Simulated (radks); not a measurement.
Mn2+, 23 electrons, occupied as [Ar] 3d5. Method: scalar-relativistic Kohn-Sham, PBEsol, spin-polarised, spherical densities, finite nucleus; open shells are filled with parallel spins first; Fermi nuclear charge, rms radius 3.7057 fm; hard spherical wall at 10 bohr; computed with a radial shooting solver on a logarithmic mesh with Libxc functionals.

Unscreened Slater integrals over Kohn-Sham orbitals (hartree). They are taken over the spin-up orbitals. Empty in this configuration: 4s.

integral,value
"F0(3d,3d)",0.82138
"F2(3d,3d)",0.37681
"F4(3d,3d)",0.23378
"F0(3d,3p)",0.89941
"F2(3d,3p)",0.42198
"G1(3d,3p)",0.52463
"G3(3d,3p)",0.31626
"F0(3d,3s)",0.92143
"G2(3d,3s)",0.39704
"F0(3d,2p)",1.1576
"F2(3d,2p)",0.20798
"G1(3d,2p)",0.14963
"G3(3d,2p)",0.084844
"F0(3d,4s)",0.43942
"G2(3d,4s)",0.061294
"F0(3p,3p)",1.0004
"F2(3p,3p)",0.49997
"F0(3p,3s)",1.0273
"G1(3p,3s)",0.68062
"F0(3p,2p)",1.3630
"F2(3p,2p)",0.26715
"G0(3p,2p)",0.10416
"G2(3p,2p)",0.10876
"F0(3p,4s)",0.45143
"G1(3p,4s)",0.031955
"F0(3s,3s)",1.0568
"F0(3s,2p)",1.4083
"G1(3s,2p)",0.11491
"F0(3s,4s)",0.45395
"G0(3s,4s)",0.022785
"F0(2p,2p)",3.6919
"F2(2p,2p)",1.7357
"F0(2p,4s)",0.48872
"G1(2p,4s)",0.011905
"F0(4s,4s)",0.35354

Derived for the open shells (J is the average intra-shell exchange parameter used in DFT+U). 3d: Racah B = F2/49 - 5 F4/441 = 0.005040 hartree, C = 35 F4/441 = 0.01855 hartree, C/B = 3.68, F4/F2 = 0.620, J = (F2 + F4)/14 = 0.04361 hartree.
